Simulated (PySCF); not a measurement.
Species: para-fluorobenzonitrile, C7H4FN.
Numbering: `[N:1]#[C:2][c:3]1[cH:4][cH:5][c:6]([F:7])[cH:8][cH:9]1` (hydrogens: H10 on C4; H11 on C5; H12 on C8; H13 on C9)

Level: PBE0/def2-SVPD in PySCF, non-relativistic, on one gas-phase PBE0-D3(BJ)/def2-SVP geometry that isn't relaxed in the solvent. The solvent is an IEF-PCM continuum (Bondi radii, 1.10 Å for H, scaled by 1.2), and excitations are vertical TDDFT with non-equilibrium linear response and a frozen core. The model holds no explicit solvent molecules, cavitation or dispersion.

Gas-phase singlets (H = HOMO, L = LUMO):

```tsv
state	E (eV)	λ (nm)	f	leading configurations
S1	5.177	239	0.001	H→L+1 59%, H-1→L 40%
S2	5.602	221	0.236	H→L 87%, H-1→L+1 10%
S3	6.459	192	0.000	H-2→L 93%
S4	6.563	189	0.338	H-1→L 57%, H→L+1 39%
S5	6.820	182	0.505	H-1→L+1 77%, H-3→L 11%
```

**Question.** What are the lowest 5 singlets in chloroform (ε = 4.711)?

**Answer.** 
```csv
state,E (eV),λ (nm),f,leading configurations,change by rank (eV)
S1,5.191,239,0.000,"H-1→L 50%, H→L+1 49%",+0.014
S2,5.514,225,0.354,H→L 91%,-0.088
S3,6.392,194,0.441,"H→L+1 49%, H-1→L 48%",-0.067
S4,6.622,187,0.000,"H-2→L 61%, H→L+2 33%",+0.059
S5,6.691,185,0.670,H-1→L+1 86%,-0.129
```

**Question.** How does the list change in dimethylsulfoxide (ε = 46.83)?

**Answer.** 
```tsv
state	E (eV)	λ (nm)	f	leading configurations	change by rank (eV)
S1	5.190	239	0.002	H-1→L 54%, H→L+1 45%	+0.013
S2	5.502	225	0.368	H→L 91%	-0.100
S3	6.379	194	0.437	H→L+1 53%, H-1→L 44%	-0.080
S4	6.611	188	0.000	H→L+2 70%, H-2→L 22%	+0.048
S5	6.687	185	0.683	H-1→L+1 87%	-0.133
```

**Question.** The ground-state energy changes by -0.304 eV from gas to dimethylsulfoxide. By how much does the total energy of gas-phase S2 change?

**Answer.** E(S2) = E(S0) + excitation energy, so it changes by -0.304 − 0.100 = -0.404 eV: it is lowered more than the ground state, which is what a red shift means. This is the vertical state, with the slow part of the continuum still set for S0.

**Question.** How do the frontier levels move from gas to dimethylsulfoxide?

**Answer.** 
```csv
orbital,gas (eV),solvent (eV),change (eV),"Löwdin shares, gas","Löwdin shares, solvent"
LUMO+2,0.50,0.56,+0.06,"C2 17 %, C4 11 %, C9 11 %, H10 10 %","N1 43 %, C2 37 %, C3 9 %"
LUMO+1,-1.31,-0.94,+0.37,"C4 19 %, C9 19 %, C8 19 %, C5 19 %","C8 19 %, C4 19 %, C5 19 %, C9 19 %"
LUMO,-1.70,-1.54,+0.16,"C6 17 %, C3 16 %, N1 12 %, C9 12 %","C6 16 %, C3 15 %, N1 14 %, C2 12 %"
HOMO,-7.81,-7.66,+0.15,"C3 19 %, C6 17 %, N1 14 %, F7 9 %","C3 20 %, C6 18 %, N1 12 %, F7 10 %"
HOMO-1,-8.46,-8.10,+0.36,"C8 20 %, C5 20 %, C9 20 %, C4 20 %","C9 20 %, C4 20 %, C8 20 %, C5 20 %"
HOMO-2,-9.80,-9.95,-0.15,"N1 47 %, C2 36 %, C3 6 %","N1 36 %, C2 25 %, C3 8 %, C9 6 %"
HOMO-3,-10.15,-10.19,-0.04,"N1 30 %, C2 26 %, C6 7 %, C5 7 %","N1 28 %, C2 22 %, C5 8 %, C8 8 %"
```

The HOMO–LUMO gap goes from 6.12 to 6.11 eV. Rows go by rank; for LUMO+2 the atom shares or the degeneracy differ between the runs, so the row needn't follow one orbital.
